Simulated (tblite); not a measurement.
Species: C7H13FO.
Atom-mapped SMILES: `[CH3:1][O:2][CH2:3]/[C:4]([CH3:5])=[CH:6]/[C@H:7]([CH3:8])[F:9]` (hydrogens: H10, H11, H12 on C1; H13, H14 on C3; H15, H16, H17 on C5; H18 on C6; H19 on C7; H20, H21, H22 on C8)

Computed with GFN2-xTB (tblite), gas phase: L-BFGS steps from a force-field or distance-geometry start until the largest atomic force falls under 0.01 eV/Å.

At the end of the run (lengths in Å): C5–H17 1.088, C8–H22 1.087, C8–H21 1.087, C5–H15 1.090, C7–H19 1.097, C1–H11 1.088, C1–H12 1.098, C4–C6–C7 126.5°, C6–C7–C8 111.7°, C5–C4–C6 125.6°, C1–O2–C3 112.9°, C1–O2–C3–C4 180°, O2–C3–C4–C5 56°, C3–C4–C6–C7 180°, H20–C8–C7–C6 63°, H19–C7–C8–H20 -63°.

**Question.** These geometries were met on the way; a selection of coordinates is given. Order them by energy above the end point, lowest first.
A. C5–H17 1.130, C8–H22 1.127, C8–H21 1.121, C5–H15 1.122, C7–H19 1.127, C1–H11 1.117, C1–H12 1.124, C4–C6–C7 118.1°, C6–C7–C8 115.5°, C5–C4–C6 122.4°, C1–O2–C3 110.0°, C1–O2–C3–C4 180°, O2–C3–C4–C5 61°, C3–C4–C6–C7 -179°, H20–C8–C7–C6 15°, H19–C7–C8–H20 -113°
B. C5–H17 1.089, C8–H22 1.089, C8–H21 1.088, C5–H15 1.090, C7–H19 1.099, C1–H11 1.088, C1–H12 1.097, C4–C6–C7 125.9°, C6–C7–C8 112.1°, C5–C4–C6 126.3°, C1–O2–C3 112.1°, C1–O2–C3–C4 -177°, O2–C3–C4–C5 60°, C3–C4–C6–C7 -178°, H20–C8–C7–C6 32°, H19–C7–C8–H20 -93°
C. C5–H17 1.093, C8–H22 1.088, C8–H21 1.090, C5–H15 1.093, C7–H19 1.097, C1–H11 1.090, C1–H12 1.102, C4–C6–C7 121.9°, C6–C7–C8 113.5°, C5–C4–C6 124.1°, C1–O2–C3 110.6°, C1–O2–C3–C4 180°, O2–C3–C4–C5 59°, C3–C4–C6–C7 179°, H20–C8–C7–C6 12°, H19–C7–C8–H20 -109°
D. C5–H17 1.089, C8–H22 1.087, C8–H21 1.086, C5–H15 1.088, C7–H19 1.100, C1–H11 1.088, C1–H12 1.097, C4–C6–C7 125.6°, C6–C7–C8 113.8°, C5–C4–C6 124.8°, C1–O2–C3 113.6°, C1–O2–C3–C4 -177°, O2–C3–C4–C5 59°, C3–C4–C6–C7 179°, H20–C8–C7–C6 12°, H19–C7–C8–H20 -113°
E. C5–H17 1.088, C8–H22 1.083, C8–H21 1.079, C5–H15 1.076, C7–H19 1.107, C1–H11 1.083, C1–H12 1.100, C4–C6–C7 118.7°, C6–C7–C8 114.8°, C5–C4–C6 124.2°, C1–O2–C3 110.1°, C1–O2–C3–C4 180°, O2–C3–C4–C5 59°, C3–C4–C6–C7 180°, H20–C8–C7–C6 14°, H19–C7–C8–H20 -111°

**Answer.** B (0.058 eV), D (0.097 eV), C (0.158 eV), E (0.263 eV), A (0.511 eV).

```json
{"step": "48", "E above end (eV)": "0.058", "rms distance from the end, all atoms (Å)": "0.220", "largest force (eV/Å)": "0.122", "rms shift of all bonds from the end (Å)": "0.002"}
{"step": "29", "E above end (eV)": "0.097", "rms distance from the end, all atoms (Å)": "0.405", "largest force (eV/Å)": "0.063", "rms shift of all bonds from the end (Å)": "0.002"}
{"step": "7", "E above end (eV)": "0.158", "rms distance from the end, all atoms (Å)": "0.456", "largest force (eV/Å)": "0.237", "rms shift of all bonds from the end (Å)": "0.004"}
{"step": "2", "E above end (eV)": "0.263", "rms distance from the end, all atoms (Å)": "0.461", "largest force (eV/Å)": "0.511", "rms shift of all bonds from the end (Å)": "0.009"}
{"step": "0", "E above end (eV)": "0.511", "rms distance from the end, all atoms (Å)": "0.465", "largest force (eV/Å)": "1.843", "rms shift of all bonds from the end (Å)": "0.022"}
```

Rows stand in the order of the answer.
